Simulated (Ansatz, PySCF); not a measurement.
This Ansatz (a first-principles code) input computes a PBE/def2-TZVPD energy:

Ansatz 0.2 input:
```yaml
crystal:
  periodic: [false, false, false]
  atoms:
    - {symbol: In, position_ang: [-0.00000000, 0.00000000, -0.00000000]}
    - {symbol: H, position_ang: [0.72485163, -0.48871366, 1.49348754]}
    - {symbol: H, position_ang: [-0.38147619, 1.66585159, -0.27234235]}
    - {symbol: H, position_ang: [-0.34337544, -1.17713793, -1.22114519]}
basis:
  gaussian:
    orbitals: def2-TZVPD
hamiltonian:
  xc: {name: PBE}
output: {forces: true}
```

Q: Write an input for the same energy in PySCF and say what it gives.

A: 
```python
from pyscf import gto, scf, dft

mol = gto.M(
    atom='''
    In   -0.00000000    0.00000000   -0.00000000
    H     0.72485163   -0.48871366    1.49348754
    H    -0.38147619    1.66585159   -0.27234235
    H    -0.34337544   -1.17713793   -1.22114519
    ''',
    basis='def2-tzvpd',
    ecp='def2-tzvp',
    charge=0,
    spin=0,
    verbose=4,
)

mf = dft.RKS(mol, xc='pbe').density_fit(auxbasis='def2-universal-jkfit')
mf.grids.level = 3
mf.conv_tol = 1e-9
mf.max_cycle = 100
mf.max_memory = 1500
mf.kernel()
if not mf.converged:
    mf = mf.newton()
    mf.kernel(mf.make_rdm1())
mf.analyze()
```
It gives -191.88139 Eh, and Ansatz -191.88134 Eh, a difference of 0.05 mEh, from the treatment of integrals and grids.
